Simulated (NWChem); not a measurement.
System: TaNH3O2Cl; SMILES [NH]=[Ta]([OH])([OH])[Cl]

Input file for NWChem:

```
start job
memory heap 200 mb stack 900 mb global 1100 mb
geometry units angstroms noautoz
  Ta     0.048075     0.109900     0.000000
  N     -1.621973     0.719668     0.000000
  H     -2.592876     1.034551     0.000000
  Cl    -0.020131    -2.234109     0.000000
  O      0.934329     0.785123     1.559422
  H      0.594979     1.329494     2.289763
  O      0.934329     0.785123    -1.559422
  H      0.594979     1.329494    -2.289763
end
basis spherical
  * library def2-svp
end
ecp
  Ta library def2-ecp
end
dft
  xc scan
  iterations 150
  mulliken
end
task dft energy
```

Output (shortened):

```
             Northwest Computational Chemistry Package (NWChem) 7.3.0
             --------------------------------------------------------

 CS  symmetry detected

                             Geometry "geometry" -> ""
                             -------------------------

 Output coordinates in angstroms (scale by  1.889725989 to convert to a.u.)

  No.       Tag          Charge          X              Y              Z
 ---- ---------------- ---------- -------------- -------------- --------------
    1 Ta                  73.0000    -0.01109225    -0.18426531     0.00000000
    2 N                    7.0000    -1.71982435    -0.67529683     0.00000000
    3 H                    1.0000    -2.71043611    -0.92124863     0.00000000
    4 Cl                  17.0000     0.08541229     2.15874923     0.00000000
    5 O                    8.0000     0.82557690    -0.92003496     1.55942200
    6 H                    1.0000     0.44885084    -1.43924175     2.28976300
    7 O                    8.0000     0.82557690    -0.92003496    -1.55942200
    8 H                    1.0000     0.44885084    -1.43924175    -2.28976300

 Effective nuclear repulsion energy (a.u.)     913.4839997498

      Symmetry information
      --------------------

 Group name             Cs
 Group number              2
 Group order               2
 No. of unique centers     6

                                 NWChem DFT Module
                                 -----------------

 Summary of "ao basis" -> "ao basis" (spherical)
 ------------------------------------------------------------------------------
       Tag                 Description            Shells   Functions and Types
 ---------------- ------------------------------  ------  ---------------------
 Ta                         def2-svp                12       32   6s3p2d1f
 N                          def2-svp                 6       14   3s2p1d
 H                          def2-svp                 3        5   2s1p
 Cl                         def2-svp                 8       18   4s3p1d
 O                          def2-svp                 6       14   3s2p1d

      Symmetry analysis of basis
      --------------------------

        a'         68
        a"         39

            General Information
            -------------------
          SCF calculation type: DFT
          Wavefunction type:  closed shell.
          No. of atoms     :     8
          No. of electrons :    56
           Alpha electrons :    28
            Beta electrons :    28
          Charge           :     0
          Spin multiplicity:     1
          Use of symmetry is: on ; symmetry adaption is: on
          Maximum number of iterations: 150
          AO basis - number of functions:   107
                     number of shells:    47
          Convergence on energy requested:  1.00D-06
          Convergence on density requested:  1.00D-05
          Convergence on gradient requested:  5.00D-04

              XC Information
              --------------
                         SCAN Method XC Functional
                  SCAN metaGGA Exchange Functional  1.000
                        SCAN Correlation Potential  1.000

             Grid Information
             ----------------
          Grid used for XC integration:  medium
          Radial quadrature: Mura-Knowles
          Angular quadrature: Lebedev.
          Tag              B.-S. Rad. Rad. Pts. Rad. Cut. Ang. Pts.
          ---              ---------- --------- --------- ---------
          Ta                  1.45      123           9.0       590
          N                   0.65       49           9.0       434
          H                   0.35       45          12.0       434
          Cl                  1.00       88          11.0       590
          O                   0.60       49          10.0       434
          Grid pruning is: on
          Number of quadrature shells:   399
          Spatial weights used:  Erf1

      Superposition of Atomic Density Guess
      -------------------------------------

 Sum of atomic energies:        -726.36650044

      Non-variational initial energy
      ------------------------------

 Total energy =    -721.228275
 1-e energy   =   -1523.338762
 2-e energy   =     544.174619
 HOMO         =      -0.372742
 LUMO         =      -0.012708

      Symmetry analysis of molecular orbitals - initial
      -------------------------------------------------

  Numbering of irreducible representations:

     1 a'          2 a"

  Orbital symmetries:

     1 a'          2 a'          3 a"          4 a'          5 a'
     6 a'          7 a'          8 a"          9 a'         10 a'
    11 a"         12 a'         13 a'         14 a"         15 a'
    16 a'         17 a'         18 a"         19 a'         20 a'
    21 a'         22 a"         23 a"         24 a'         25 a'
    26 a"         27 a"         28 a'         29 a'         30 a"
    31 a'         32 a'         33 a"         34 a'         35 a"
    36 a'         37 a'         38 a'

     ---------------------------------------------
      Total Density - Mulliken Population Analysis
     ---------------------------------------------

    Atom       Charge   Shell Charges
 -----------   ------   -------------------------------------------------------
    1 Ta  13    10.49   0.03 -0.32  1.77  0.53  0.35  0.06  5.48  0.59  0.17  1.38  0.30  0.14
    2 N    7     8.18   1.99  1.09  0.57  2.73  1.79  0.01
    3 H    1     0.78   0.60  0.13  0.04
    4 Cl  17    17.53   2.00  1.99  1.23  0.73  5.94  2.19  3.44  0.01
    5 O    8     8.88   1.99  1.11  0.67  3.13  1.99  0.00
    6 H    1     0.63   0.51  0.06  0.06
    7 O    8     8.88   1.99  1.11  0.67  3.13  1.99  0.00
    8 H    1     0.63   0.51  0.06  0.06

   convergence    iter        energy       DeltaE   RMS-Dens  Diis-err
 ---------------- ----- ----------------- --------- --------- ---------
 d= 0,ls=0.0,diis     1   -723.7947383748 -9.82D+02  4.04D-02  2.60D+00
 d= 0,ls=0.0,diis     2   -719.2520411896  4.54D+00  3.33D-02  3.76D+01
 d= 0,ls=0.0,diis     3   -724.1058605793 -4.85D+00  5.84D-03  2.25D-01
 d= 0,ls=0.0,diis     4   -724.0831544761  2.27D-02  3.54D-03  4.23D-01
 d= 0,ls=0.0,diis     5   -724.1303129239 -4.72D-02  9.45D-04  1.82D-02
  Resetting Diis
 d= 0,ls=0.0,diis     6   -724.1325475747 -2.23D-03  1.77D-04  7.60D-04
 d= 0,ls=0.0,diis     7   -724.1326174432 -6.99D-05  2.65D-04  1.41D-04
 d= 0,ls=0.0,diis     8   -724.1325075953  1.10D-04  1.90D-04  1.02D-03
 d= 0,ls=0.0,diis     9   -724.1326289293 -1.21D-04  5.34D-05  6.37D-05
 d= 0,ls=0.0,diis    10   -724.1326371679 -8.24D-06  5.55D-06  6.11D-07
 d= 0,ls=0.0,diis    11   -724.1326372411 -7.32D-08  1.56D-06  6.50D-08

         Total DFT energy =     -724.132637241145
      One electron energy =    -1528.577460717778
           Coulomb energy =      606.707969458171
    Exchange-Corr. energy =      -60.199014114513
 Nuclear repulsion energy =      257.935868132975

 Numeric. integr. density =       56.000004359724

                  Occupations of the irreducible representations
                  ----------------------------------------------

                     irrep           alpha         beta
                     --------     --------     --------
                     a'               19.0         19.0
                     a"                9.0          9.0

                       DFT Final Molecular Orbital Analysis
                       ------------------------------------

 Vector   26  Occ=2.000000D+00  E=-2.895041D-01  Symmetry=a"
              MO Center=  2.7D-01,  1.3D+00, -4.6D-11, r^2= 3.6D+00
   Bfn.  Coefficient  Atom+Function         Bfn.  Coefficient  Atom+Function
  ----- ------------  ---------------      ----- ------------  ---------------
    64      0.550169  4 Cl pz                61      0.404543  4 Cl pz
    58      0.236317  4 Cl pz                74     -0.192632  5 O  py
    93      0.192632  7 O  py                77     -0.148624  5 O  py
    96      0.148624  7 O  py                75     -0.138620  5 O  pz
    94     -0.138620  7 O  pz                78     -0.106257  5 O  pz

 Vector   27  Occ=2.000000D+00  E=-2.579028D-01  Symmetry=a"
              MO Center= -1.3D+00, -6.0D-01,  3.5D-11, r^2= 1.9D+00
   Bfn.  Coefficient  Atom+Function         Bfn.  Coefficient  Atom+Function
  ----- ------------  ---------------      ----- ------------  ---------------
    38      0.500256  2 N  pz                41     -0.374698  2 N  pz
    19     -0.332522  1 Ta d  1              15     -0.120164  1 Ta pz
     9      0.111338  1 Ta pz                72     -0.100618  5 O  s
    91      0.100618  7 O  s                 73     -0.094041  5 O  px
    92      0.094041  7 O  px                17      0.086956  1 Ta d -1

 Vector   28  Occ=2.000000D+00  E=-2.516647D-01  Symmetry=a'
              MO Center= -1.1D+00, -4.7D-02, -3.8D-11, r^2= 3.1D+00
   Bfn.  Coefficient  Atom+Function         Bfn.  Coefficient  Atom+Function
  ----- ------------  ---------------      ----- ------------  ---------------
    37      0.449994  2 N  py                40     -0.341773  2 N  py
    62     -0.303230  4 Cl px                16      0.239942  1 Ta d -2
    59     -0.216307  4 Cl px                20     -0.161259  1 Ta d  2
    63      0.136717  4 Cl py                56     -0.125540  4 Cl px
    36     -0.123730  2 N  px                 8      0.107623  1 Ta py

 Vector   29  Occ=0.000000D+00  E=-4.991362D-02  Symmetry=a"
              MO Center= -3.6D-02, -3.8D-03,  1.6D-14, r^2= 2.5D+00
   Bfn.  Coefficient  Atom+Function         Bfn.  Coefficient  Atom+Function
  ----- ------------  ---------------      ----- ------------  ---------------
    17      0.796991  1 Ta d -1              19     -0.339298  1 Ta d  1
    64     -0.246428  4 Cl pz                22      0.184968  1 Ta d -1
    41      0.184213  2 N  pz                38     -0.172528  2 N  pz
    61     -0.149861  4 Cl pz                78     -0.145051  5 O  pz
    97     -0.145051  7 O  pz                15      0.137208  1 Ta pz

 Vector   30  Occ=0.000000D+00  E=-4.477089D-02  Symmetry=a'
              MO Center=  4.1D-02, -2.4D-01,  7.0D-13, r^2= 2.5D+00
   Bfn.  Coefficient  Atom+Function         Bfn.  Coefficient  Atom+Function
  ----- ------------  ---------------      ----- ------------  ---------------
    16      0.671913  1 Ta d -2              18      0.524272  1 Ta d  0
    20      0.242903  1 Ta d  2              63     -0.183471  4 Cl py
    62     -0.175556  4 Cl px                74     -0.174935  5 O  py
    93     -0.174935  7 O  py                35     -0.170933  2 N  s
    77     -0.161402  5 O  py                96     -0.161402  7 O  py

 Vector   31  Occ=0.000000D+00  E=-1.429364D-02  Symmetry=a'
              MO Center= -2.5D-01, -2.5D-01,  3.5D-13, r^2= 3.2D+00
   Bfn.  Coefficient  Atom+Function         Bfn.  Coefficient  Atom+Function
  ----- ------------  ---------------      ----- ------------  ---------------
    20      0.749526  1 Ta d  2               6     -0.417366  1 Ta s
    35     -0.409068  2 N  s                 63     -0.287653  4 Cl py
    40     -0.277535  2 N  py                25      0.253131  1 Ta d  2
    16     -0.250676  1 Ta d -2              37      0.237733  2 N  py
    55      0.237125  4 Cl s                 48      0.218384  3 H  s

     ---------------------------------------------
      Total Density - Mulliken Population Analysis
     ---------------------------------------------

    Atom       Charge   Shell Charges
 -----------   ------   -------------------------------------------------------
    1 Ta  13    12.04   0.04 -0.33  1.85  0.48  0.38 -0.01  5.58  0.52  0.29  2.59  0.48  0.17
    2 N    7     7.40   1.99  1.02  0.59  2.34  1.46  0.01
    3 H    1     0.86   0.70  0.11  0.05
    4 Cl  17    17.31   2.00  1.99  1.24  0.74  5.93  2.14  3.26  0.01
    5 O    8     8.44   1.99  1.08  0.69  2.86  1.82  0.01
    6 H    1     0.76   0.65  0.04  0.07
    7 O    8     8.44   1.99  1.08  0.69  2.86  1.82  0.01
    8 H    1     0.76   0.65  0.04  0.07

     -------------------------------------------
      Total Density - Lowdin Population Analysis
     -------------------------------------------

    Atom       Charge   Shell Charges
 -----------   ------   -------------------------------------------------------
    1 Ta  13    13.00   0.00  0.03  1.09  0.79  0.35  0.14  4.94  1.25  0.50  2.41  1.15  0.35
    2 N    7     7.14   1.97  0.79  0.50  2.16  1.70  0.02
    3 H    1     0.91   0.57  0.21  0.13
    4 Cl  17    16.93   2.00  1.96  1.02  0.75  5.82  2.26  3.11  0.01
    5 O    8     8.13   1.97  0.89  0.60  2.70  1.96  0.01
    6 H    1     0.88   0.54  0.16  0.18
    7 O    8     8.13   1.97  0.89  0.60  2.70  1.96  0.01
    8 H    1     0.88   0.54  0.16  0.18

     Multipole analysis of the density
     ---------------------------------

     L   x y z        total         alpha         beta         nuclear
     -   - - -        -----         -----         ----         -------
     0   0 0 0      0.000000    -28.000000    -28.000000     56.000000

     1   1 0 0     -0.524609     -0.891144     -0.891144      1.257679
     1   0 1 0     -1.194654    -11.043655    -11.043655     20.892657
     1   0 0 1     -0.000000     -0.000000     -0.000000      0.000000

     2   2 0 0    -39.307714    -90.155278    -90.155278    141.002842
     2   1 1 0      1.531835      0.153731      0.153731      1.224373
     2   1 0 1      0.000000      0.000000      0.000000      0.000000
     2   0 2 0    -40.356377   -201.216706   -201.216706    362.077034
     2   0 1 1     -0.000000     -0.000000     -0.000000      0.000000
     2   0 0 2    -34.119514   -105.255727   -105.255727    176.391939
```

Level: SCAN/def2-SVP with def2 effective core potentials on Ta. Geometry: optimised at PBE-D3(BJ)/def2-SVP. Not confirmed as a minimum by frequencies. def2 effective core potentials on Ta; no spin-orbit coupling.
